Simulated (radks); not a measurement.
The numbers below are computed, except where a source is named.
Isoelectronic series with 31 electrons, each ion in its NIST ground configuration. Level of theory: scalar-relativistic Kohn-Sham, PBE, spin-polarised, spherical densities, finite nucleus; open shells are filled with parallel spins first (spin-orbit coupling, left out, can overturn this in heavy ions); Fermi nuclear charge, rms radius of each element as measured or else 0.836 A^(1/3) + 0.57 fm (a radial shooting solver on a logarithmic mesh with Libxc functionals). Total energies (hartree) and mean radii <r> (bohr) (* marks an orbital that is empty in some or all of the ions):

ion        configuration  E (hartree)  4p down*   4p up  4s down
Ga     [Ar] 3d10 4s2 4p1  -1943.93399     3.410   3.379    2.334
Se3+   [Ar] 3d10 4s2 4p1  -2427.67751     1.885   1.879    1.638
Rb6+   [Ar] 3d10 4s2 4p1  -2971.05522     1.424   1.422    1.302
Zr9+   [Ar] 3d10 4s2 4p1  -3574.42404     1.166   1.164    1.092
Tc12+  [Ar] 3d10 4s2 4p1  -4238.41002    0.9934  0.9927   0.9443
Pd15+  [Ar] 3d10 4s2 4p1  -4963.79730    0.8682  0.8678   0.8333
In18+  [Ar] 3d10 4s2 4p1  -5751.49595    0.7724  0.7721   0.7462
Te21+  [Ar] 3d10 4s2 4p1  -6602.52939    0.6962  0.6960   0.6757
Cs24+  [Ar] 3d10 4s2 4p1   -7518.0545    0.6339  0.6338   0.6173
Pm30+  [Ar] 3d10 4s2 4p1   -9547.8051    0.5379  0.5378   0.5256
Gd33+  [Ar] 3d10 4s2 4p1  -10664.9732    0.5000  0.4999   0.4889

Estimate the row of Ce27+ ([Ar] 3d10 4s2 4p1).

Answer. E (hartree) -8499.3425; 4p down* 0.5820; 4p up 0.5819; 4s down 0.5680.
